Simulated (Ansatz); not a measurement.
# Abstraction of H: SbH2Cl + SiH(CH3)Cl → SbHCl + SiH2(CH3)Cl

Species: SbH2Cl `[Cl][SbH2]`, singlet; SiH(CH3)Cl, doublet; SbHCl `[Cl][SbH]`, doublet; SiH2(CH3)Cl, singlet. A radical takes H: the energy is the difference in strength between the Sb–H bond broken and the Si–H bond made.

Shapes, held fixed at every level: PBE0-D4/def2-TZVP. Programs: Ansatz 0.2.0. The zero-point and thermal change to 298 K, harmonic and unscaled (PBE0-D4/def2-TZVP), is +3.8 kJ/mol.

Problem. Estimate ΔH(298 K) of this reaction.

Solution. The highest level, CCSD(T)/def2-TZVPP, gives ΔH(298 K) = -116.6 kJ/mol; the levels span -125.3 to -99.4. The column of differences is taken from that level and isn't an error. No measured value is set beside it here. Open shells run unrestricted unless RO is named. For atoms past krypton def2 sets carry core potentials with scalar relativity. Correlated rows may include outer-core shells of Sb, which these sets cover unevenly. Times are processor times on shared x86 and Arm servers, and rough.

| level | kind | ΔH(298 K) (kJ/mol) | less CCSD(T)/def2-TZVPP | CPU time (sum over the molecules) |
| --- | --- | --- | --- | --- |
| SPW92/def2-TZVPP | LDA | -99.4 | +17.2 | 9.7 s |
| B3LYP-D4/def2-TZVPP | global hybrid | -112.4 | +4.2 | 27 s |
| BHLYP-D4/def2-TZVPP | global hybrid | -120.5 | -3.9 | 21 s |
| wB97M-V/def2-TZVPP | range-separated hybrid | -125.3 | -8.7 | 81 s |
| MP2/def2-SVP | perturbation theory | -122.0 | -5.4 | – |
| CCSD(T)/def2-SVP | coupled cluster or CI | -120.8 | -4.2 | 12 s |
| CCSD/def2-SVP | coupled cluster or CI | -122.0 | -5.4 | – |
| CCSD(T)/def2-TZVPP | coupled cluster or CI | -116.6 | 0.0 | 3.4 min |
